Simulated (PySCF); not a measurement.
H3B, charge +1, doublet, geometry from GFN2-xTB (a state made from the parent by changing its charge; the spin is typed, not shown lowest), atoms displaced at random by about 0.03 Å a coordinate; PBE/cc-pVDZ, gradient in PySCF.

Input for PySCF:
```python
from pyscf import gto, scf, dft

mol = gto.M(
    atom='''
B     0.040853    0.052687   -0.050020
H    -1.183698   -0.160376   -0.101476
H     0.168741   -0.611535    0.937516
H     0.813141    0.605683   -0.661427
''',
    basis='cc-pvdz',
    charge=1,
    spin=1,
    verbose=4,
)

mf = dft.UKS(mol)
mf.xc = 'pbe'
mf.conv_tol = 1e-4
mf.kernel()
g = mf.nuc_grad_method()
grad = g.kernel()
```

What the program printed (banner, timings and long lists left out):

```
PySCF version 2.14.0

[INPUT] verbose = 4
[INPUT] num. atoms = 4
[INPUT] num. electrons = 7
[INPUT] charge = 1
[INPUT] spin (= nelec alpha-beta = 2S) = 1
[INPUT] symmetry False subgroup None
[INPUT] Mole.unit = angstrom
[INPUT] Symbol           X                Y                Z      unit          X                Y                Z       unit  Magmom
[INPUT]  1 B      0.040853000000   0.052687000000  -0.050020000000 AA    0.077200981367   0.099564000325  -0.094524100751 Bohr   0.0
[INPUT]  2 H     -1.183698000000  -0.160376000000  -0.101476000000 AA   -2.236865034195  -0.303066716953  -0.191761848216 Bohr   0.0
[INPUT]  3 H      0.168741000000  -0.611535000000   0.937516000000 AA    0.318874275985  -1.155633665586   1.771648477398 Bohr   0.0
[INPUT]  4 H      0.813141000000   0.605683000000  -0.661427000000 AA    1.536613790655   1.144574988305  -1.249915881393 Bohr   0.0

nuclear repulsion = 7.46970267040396
number of shells = 14
number of NR pGTOs = 47
number of NR cGTOs = 29
basis = cc-pvdz
ecp = {}

******** <class 'pyscf.dft.uks.UKS'> ********
method = UKS
initial guess = minao
damping factor = 0
level_shift factor = 0
DIIS = <class 'pyscf.scf.diis.CDIIS'>
diis_start_cycle = 1
diis_space = 8
diis_damp = 0
SCF conv_tol = 0.0001
SCF conv_tol_grad = None
SCF max_cycles = 50
direct_scf = True
direct_scf_tol = 1e-13
number electrons alpha = 4  beta = 3
XC library pyscf.dft.libxc version 7.1.2
    S. Lehtola, C. Steigemann, M. J. T. Oliveira, and M. A. L. Marques,  SoftwareX 7, 1–5 (2018)
XC functionals = pbe
    J. P. Perdew, K. Burke, and M. Ernzerhof,  Phys. Rev. Lett. 77, 3865 (1996)
    J. P. Perdew, K. Burke, and M. Ernzerhof,  Phys. Rev. Lett. 78, 1396 (1997)
    J. P. Perdew, K. Burke, and M. Ernzerhof,  Phys. Rev. Lett. 77, 3865 (1996)
    J. P. Perdew, K. Burke, and M. Ernzerhof,  Phys. Rev. Lett. 78, 1396 (1997)
radial grids:
    Treutler-Ahlrichs [JCP 102, 346 (1995); DOI:10.1063/1.469408] (M4) radial grids

becke partition: Becke, JCP 88, 2547 (1988); DOI:10.1063/1.454033
pruning grids: <function nwchem_prune>
grids dens level: 3
symmetrized grids: False
atomic radii adjust function: <function treutler_atomic_radii_adjust>
small_rho_cutoff = 0
Set gradient conv threshold to 0.01
tot grids = 43472
init E= -26.3276383945611

cycle= 1 E= -26.0798616013656  delta_E= 0.248  |g|= 0.121  |ddm|= 1.07
cycle= 2 E= -26.0897238732211  delta_E= -0.00986  |g|= 0.0675  |ddm|= 0.257
cycle= 3 E= -26.093403183537  delta_E= -0.00368  |g|= 0.0106  |ddm|= 0.0944
cycle= 4 E= -26.093471299051  delta_E= -6.81e-05  |g|= 0.00643  |ddm|= 0.0204
Extra cycle  E= -26.0934543683423  delta_E= 1.69e-05  |g|= 0.0076  |ddm|= 0.0175
converged SCF energy = -26.0934543683423  <S^2> = 0.75339995  2S+1 = 2.0033971

******** <class 'pyscf.grad.uks.Gradients'> for <class 'pyscf.dft.uks.UKS'> ********
unit = Eh/Bohr
grid_response = False
--------------- UKS gradients ---------------
         x                y                z
0 B    -0.0094212668    -0.0206676779     0.0283453451
1 H     0.0218629025     0.0127159089    -0.0127080252
2 H     0.0128260729     0.0276348152    -0.0366694431
3 H    -0.0252688510    -0.0196841372     0.0210350787
----------------------------------------------
```
